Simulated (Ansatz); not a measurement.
Gas-phase electronic energies from Ansatz, PBE0-D4/def2-TZVP geometries. CCSD(T)/CBS is the MP2 limit (def2-TZVPP, def2-QZVPP) plus CCSD(T) − MP2 in def2-TZVPP, frozen cores. This one scheme is used for every species, atoms too. Functionals use def2-TZVPP. Open shells (•) are unrestricted, without spin–orbit coupling. Spin–orbit coupling would lower the free atoms: a little for C, F, Si; clearly for Se. Bonds to Se are less sure, by a few kJ/mol each and by 10 to 20 or more in all where they break to atoms, as the def2 sets lack core-valence functions. Scalar relativity is left out up to krypton. Each species was taken in one conformer, which may not be the lowest.

Consider the atomization: `C[Si](F)[SeH]`• → C• + F• + 4 H• + Se• + Si•.

What is ΔE at CCSD(T)/CBS? (Best estimate.)

The calculation gave: +2760.5 kJ/mol.

What do these levels give: PBE-D4, r2SCAN-D4, PBE-QIDH, revPBE, BLYP, PBE0, HF/def2-SVP, CCSD(T)/def2-SVP, MP2/def2-TZVPP, CCSD/def2-TZVPP, CCSD(T)/def2-TZVPP, CCSD/CBS(def2)? (Best estimate.)

Ansatz gave: PBE-D4 2800.3, r2SCAN-D4 2779.4, PBE-QIDH 2734.3, revPBE 2683.7, BLYP 2705.0, PBE0 2737.8, HF/def2-SVP 2005.5, CCSD(T)/def2-SVP 2550.6, MP2/def2-TZVPP 2726.1, CCSD/def2-TZVPP 2638.1, CCSD(T)/def2-TZVPP 2678.4, CCSD/CBS(def2) 2720.2 kJ/mol.

Largest T1 diagnostic among the species: 0.012.

From PBE to PBE0 (25 % exact exchange), in def2-TZVPP and without D4, ΔE moves by −44.5 kJ/mol: exact exchange takes away binding that semilocal exchange gives to molecules. Leaving LDA and LC-ωPBE aside and taking each functional with its dispersion term where it has one, the values, not all of them listed here, spread over 126.6 kJ/mol, from BHLYP-D4 to PBE-D4. LDA lies +366.9 kJ/mol from PBE without D4, its usual overbinding. In def2-TZVPP, CCSD(T) changes the Hartree–Fock value by +648.0 kJ/mol (the triples alone add +40.3 kJ/mol) and MP2 by +695.7 kJ/mol; breaking electron pairs costs correlation energy, which Hartree–Fock lacks.

For atomizations the MP2-based limit and the directly extrapolated one differ by several kJ/mol either way, and by 10 to 25 for some Ge, Se and Sn compounds, so smaller differences from it don't rank the levels.
